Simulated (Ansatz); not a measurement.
Consider the ligand exchange at a Ge–S bond: `Cl[SiH2][S][GeH3]` + `O[SiH](F)F` → `F[SiH](F)[O][GeH3]` + `S[SiH2]Cl`.

Calculated with Ansatz (gas phase, PBE0-D4/def2-TZVP geometries, no zero-point term in ΔE). CCSD(T)/CBS is the MP2 limit (def2-TZVPP, def2-QZVPP) plus CCSD(T) − MP2 in def2-TZVPP, frozen cores. DFT in def2-TZVPP. For Ge outer-core shells are correlated without core-valence functions, which leaves a few kJ/mol of doubt a bond. Scalar relativity is left out up to krypton. Each species was taken in one conformer, which may not be the lowest.

```tsv
level	ΔE (kJ/mol)
r2SCAN-D4	9.5
r2SCANh-D4	10.0
MP2/def2-TZVPP	9.4
SCS-MP2/def2-TZVPP	1.4
```

What does CCSD(T)/CBS give? (Estimate.)

The calculation gave: +9.0 kJ/mol. The listed levels differ from it by 0.5, 1.0, 0.4, -7.6 kJ/mol.

Largest T1 diagnostic among the species: 0.012.

Leaving LDA and LC-ωPBE aside and taking each functional with its dispersion term where it has one, the values, not all of them listed here, spread over 17.5 kJ/mol, from CAM-B3LYP-D4 to PBE-D4. LDA lies +3.4 kJ/mol from PBE without D4. At CCSD(T), def2-SVP lies −17.0 kJ/mol from the extrapolated value and def2-TZVPP −5.0 kJ/mol. The D4 term adds +3.6 kJ/mol with B3LYP and +1.8 kJ/mol with PBE0; it sums over pairs of atoms, weighted by their polarisabilities, and B3LYP, whose exchange is more repulsive, gets the larger term.

B3LYP here is the variant with VWN-RPA as its local correlation; programs differ in this.
